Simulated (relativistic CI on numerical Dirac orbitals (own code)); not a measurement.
Radial parameters of Tl³¹⁺

These numbers are calculated, not measured: Dirac-Coulomb-Breit CI, orbitals from a KLI potential per configuration, QED by a radiative potential, unscaled Slater integrals (own radial code, finite nucleus).

Slater integrals F^k, G^k are unscaled and averaged over j, outside the closed core [Ar] 3d10 4p6; ζ comes from projecting the Hamiltonian with its Breit term on Σ l·s of the shell.

- 4s2 4d10 4f4: F^2(4f,4f) = 274060, F^4(4f,4f) = 178710, F^6(4f,4f) = 130710, ζ(4f) = 14336 cm⁻¹; <r>(4f) = 0.3829, <r^2>(4f) = 0.1679 (bohr units).
- 4s2 4d10 4f3 5s: F^2(4f,4f) = 276640, F^4(4f,4f) = 180500, F^6(4f,4f) = 132050, ζ(4f) = 14652, G^3(4f,5s) = 37044 cm⁻¹; <r>(4f) = 0.3799, <r^2>(4f) = 0.1652, <r>(5s) = 0.6883, <r^2>(5s) = 0.5282 (bohr units).
- 4s2 4d10 4f3 5p: F^2(4f,4f) = 276800, F^4(4f,4f) = 180610, F^6(4f,4f) = 132140, ζ(4f) = 14687, F^2(4f,5p) = 112340, G^2(4f,5p) = 32917, G^4(4f,5p) = 31603, ζ(5p) = 239550 cm⁻¹; <r>(4f) = 0.3797, <r^2>(4f) = 0.165, <r>(5p) = 0.7257, <r^2>(5p) = 0.5893 (bohr units).

Averages of the first 10 configurations, taken without configuration mixing, which lowers the lowest level and can move excited configurations by several eV; other configurations of the list can lie among them:

```
     Configuration  Parity  States  Average energy above the lowest level (eV)
      4s2 4d10 4f4    even    1001                                        23.3
   4s2 4d10 4f3 5s     odd     728                                       210.9
   4s2 4d10 4f3 5p    even    2184                                       294.3
  4s2 4d10 4f2 5s2    even      91                                       410.7
4s2 4d10 4f2 5s 5p     odd    1092                                       490.8
   4s2 4d10 4f3 5d     odd    3640                                       400.1
  4s2 4d10 4f2 5p2    even    1365                                       577.4
4s2 4d10 4f2 5s 5d    even    1820                                       599.3
       4s 4d10 4f5     odd    4004                                       766.2
   4s2 4d9 4f3 5s2     odd    3640                                       668.8
```
